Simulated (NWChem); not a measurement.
1,1-difluoroethane (C2H4F2); SMILES C(F)(C)F

All runs: NWChem. Medium grid unless said otherwise, to which SCAN and Minnesota functionals are sensitive. All runs use the structure optimised with PBE0/def2-SVP.

For level r2SCAN/def2-TZVPD:

```
Item                         Result
---------------------------  ------
highest occupied level (eV)   -8.27
orbital gap (eV)               8.91
```

### Question
How do the values read with level PBE/def2-TZVPD instead?

### Answer
The highest occupied level (eV) is -7.91 and the orbital gap (eV) comes out as 7.70.
